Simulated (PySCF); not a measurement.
# Correlation energy of Ne⁺ (neon, charge +1)

[He] 2s2 2p5, 2P determinant. Computed with PySCF 2.14 in cc-pVDZ-DK, with the spin-free X2C one-electron Hamiltonian (Gaussian nucleus). Frozen: 1s2; 7 electrons correlated.

MP2 pair energies summed by pair of shells (mhartree):

| pair | energy | share (%) |
| --- | --- | --- |
| 2p-2p | -86.57 | 64.6 |
| 2s-2p | -40.12 | 29.9 |
| 2s-2s | -7.29 | 5.4 |

Total MP2 correlation energy: -133.97 mhartree.

Same-spin part -33.66 and opposite-spin part -100.31 mhartree; SCS-MP2 scales them by 1/3 and 6/5 to -131.59 mhartree.

| level | correlation energy (mhartree) |
| --- | --- |
| CCSD | -144.24 |
| (T) | -1.02 |
| CCSD(T) | -145.26 |

Diagnostics: T1 = 0.0031, D1 = 0.0051, largest double amplitude 0.038.

Cost of the coupled-cluster step: 0.1 s of wall time on 1 thread of AMD EPYC 7B13 (shared host), for 7 correlated electrons.

Iterations:

```
CC2 = 0
CCSD nocc = (np.int64(4), np.int64(3)), nmo = (13, 13)
frozen orbitals [[0], [0]]
max_cycle = 100
direct = 0
conv_tol = 1e-08
conv_tol_normt = 1e-06
diis_space = 8
diis_start_cycle = 0
Init t2, MP2 energy = -0.133969920588983
Init E_corr(UCCSD) = -0.133969920591081
cycle = 1  E_corr(UCCSD) = -0.142378293057779  dE = -0.00840837247  norm(t1,t2) = 0.0169624
cycle = 2  E_corr(UCCSD) = -0.143804573742182  dE = -0.00142628068  norm(t1,t2) = 0.00410252
cycle = 3  E_corr(UCCSD) = -0.144254478528025  dE = -0.000449904786  norm(t1,t2) = 0.00164755
cycle = 4  E_corr(UCCSD) = -0.144240847024919  dE = 1.36315031e-05  norm(t1,t2) = 0.000377556
cycle = 5  E_corr(UCCSD) = -0.144237888335392  dE = 2.95868953e-06  norm(t1,t2) = 5.45694e-05
cycle = 6  E_corr(UCCSD) = -0.144238955556537  dE = -1.06722115e-06  norm(t1,t2) = 1.00259e-05
cycle = 7  E_corr(UCCSD) = -0.144238923805884  dE = 3.17506531e-08  norm(t1,t2) = 1.3457e-06
cycle = 8  E_corr(UCCSD) = -0.144238930567732  dE = -6.76184841e-09  norm(t1,t2) = 2.2341e-07
UCCSD converged
E(UCCSD) = -128.0474368869371  E_corr = -0.1442389305677324
UCCSD(T) correction = -0.00102356031457328
```
